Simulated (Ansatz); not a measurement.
Ideal-gas functions of CH3F2NOSi, SMILES `O[SiH]1NC1(F)F` at 298.15 K and 1 bar, from an Ansatz frequency run at PBE0-D4/def2-TZVP.

Molar mass 111.12 g/mol, point group C1 (symmetry number 1), electronic degeneracy 1, moments of inertia 88.505, 245.541, 279.61 u Å². Harmonic wavenumbers (cm⁻¹, unscaled): 103, 183, 295, 370, 374, 425, 515, 521, 656, 699, 754, 803, 895, 958, 1038, 1073, 1210, 1299, 2302, 3605, 3901.

Use S(trans) = R[1.5 ln M + 2.5 ln T − 1.1517]; rotational temperatures θ = 24.2544 K / I; S(rot) = R[ln(√π/σ · √(T³/θAθBθC)) + 1.5]; for each mode x = 1.438777 ν̃/T, S = R[x/(eˣ − 1) − ln(1 − e⁻ˣ)] and H = RT x/(eˣ − 1); 1 cm⁻¹ = 0.0119627 kJ/mol; R = 8.31446 J/(mol·K).

Problem. By hand: the entropy, in J/(mol·K).

Solution. Translation 167.6. Rotation: θ = 0.274, 0.0988, 0.0867 K, giving 113.5. Vibration, mode by mode: 14.21, 9.61, 6.05, 4.52, 4.45, 3.66, 2.60, 2.54, 1.52, 1.29, 1.04, 0.86, 0.60, 0.46, 0.34, 0.29, 0.17, 0.11, 0.00, 0.00, 0.00, in all 54.3. Electronic 0.0. Sum 335.4 J/(mol·K).

Problem. By hand: H − E and G − E in kJ/mol, counted from the electronic energy.

Solution. Zero-point energy ½ × 21979 × 0.0119627 = 131.5; thermal vibration 9.8; translation, rotation and pV give 4 RT = 9.9. H − E = 151.2 kJ/mol, and G − E = 151.2 − 298.15 × 335.4/1000 = 51.2 kJ/mol.

Vibration gives 16 % of the entropy, 14.2 J/(mol·K) of it from the mode under 150 cm⁻¹: soft modes count most, and the harmonic formula is weakest for them. The sum counts one conformer and one mirror image; others add a mixing term.
